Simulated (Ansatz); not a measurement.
System: CH7P2Si, charge 0, multiplicity 2. SMILES: C[Si](P)P

Atoms: C1, Si2, P3, P4, H5, H6, H7, H8, H9, H10, H11. Bonds: C1-Si2, C1-H5, C1-H6, C1-H7, Si2-P3, Si2-P4, P3-H8, P3-H9, P4-H10, P4-H11.

Bond lengths (Å) and angles (degrees) optimised at HF/3-21G with Ansatz (a first-principles code); PBE/6-31G* with Ansatz; B3LYP/LANL2DZ with Ansatz; MP2/6-31G* with Ansatz, each started from the B3LYP-D3(BJ)/def2-TZVP structure (Ansatz) of the last column. A row stands for all coordinates that are equal there; 11 of 22 kinds are shown. 6-31G* holds six Cartesian d functions. No wavenumbers were computed at PBE/6-31G*, B3LYP/LANL2DZ, MP2/6-31G*, so these may be saddle points.

| coordinate | HF/3-21G | PBE/6-31G* | B3LYP/LANL2DZ | MP2/6-31G* | B3LYP-D3(BJ)/def2-TZVP |
|---|---|---|---|---|---|
| C1-Si2 | 1.921 | 1.905 | 1.906 | 1.892 | 1.886 |
| C1-H5 | 1.084 | 1.103 | 1.097 | 1.093 | 1.091 |
| C1-H7 | 1.086 | 1.105 | 1.099 | 1.096 | 1.094 |
| Si2-P3 | 2.359 | 2.293 | 2.350 | 2.263 | 2.273 |
| Si2-P4 | 2.351 | 2.284 | 2.361 | 2.258 | 2.269 |
| P3-H8 | 1.424 | 1.443 | 1.448 to 1.452 | 1.421 | 1.424 |
| P3-H9 | 1.423 | 1.439 | 1.445 | 1.418 | 1.421 |
| P4-H10 | 1.419 | 1.436 | 1.447 | 1.416 | 1.418 |
| C1-Si2-P3 | 113.8 | 115.1 | 108.0 | 115.0 | 114.6 |
| C1-Si2-P4 | 109.0 | 109.4 | 107.5 | 108.9 | 109.0 |
| P3-Si2-P4 | 111.4 | 114.1 | 112.2 | 113.6 | 112.2 |

A range marks coordinates that this level makes unequal.

Mean signed difference of all 10 bond lengths from B3LYP-D3(BJ)/def2-TZVP: HF/3-21G 0.019 Å, PBE/6-31G* 0.016 Å, B3LYP/LANL2DZ 0.031 Å, MP2/6-31G* -0.002 Å.
